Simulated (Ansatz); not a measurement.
The same path of C2H6N2SSi (12 atoms, charge 0, multiplicity 1) was run twice with different band settings. The coordinate that changes most is the dihedral N1–C2–N3–H10.

These are results of RKS B3LYP/6-31G* in Ansatz, not measurements.

Relaxed end points:

```xyz
12
Properties=species:S:1:pos:R:3
N -0.233 -1.632 0.808
C 0.187 -0.298 0.688
N 0.855 0.151 1.827
C -0.033 0.454 -0.408
Si -0.544 0.823 -2.076
S 0.206 2.277 -0.682
H -0.650 -1.987 -0.045
H 0.515 -2.246 1.123
H 0.402 -0.127 2.692
H 1.053 1.145 1.810
H -1.976 0.904 -2.453
H 0.296 0.481 -3.250
```

```xyz
12
Properties=species:S:1:pos:R:3
N -0.246 -1.614 0.822
C 0.092 -0.250 0.721
N 0.569 0.296 1.898
C -0.113 0.476 -0.397
Si -0.541 0.812 -2.091
S 0.053 2.307 -0.667
H -0.669 -1.960 -0.032
H 0.547 -2.201 1.074
H 1.184 1.093 1.817
H 0.767 -0.337 2.659
H -1.949 0.828 -2.560
H 0.382 0.495 -3.210
```

Common settings: movable images 5; climbing image yes; spring 5.0 eV/Å²; optimiser quadratic models (default); start path through a guess of the saddle point; iteration limit 60; end points relaxed.

| run | force threshold |
| --- | --- |
| 1 | 0.05 eV/Å |
| 2 | 0.2 eV/Å |

(1) What does each run give, and how far can it be trusted?

## Answers

(1) Run 1: converged after 10 iterations, highest image 0.405 eV above the first end. A vibrational analysis at the climbing image gives one clearly imaginary mode, 258i cm⁻¹: a first-order saddle point.
Run 2: converged after 7 iterations, highest image 0.406 eV above the first end. The threshold of 0.2 eV/Å is loose, so the images may lie well off the minimum-energy path. Another band between the same ends (5 images) ends at a top of the same energy, where a vibrational analysis finds 1 clearly imaginary mode.
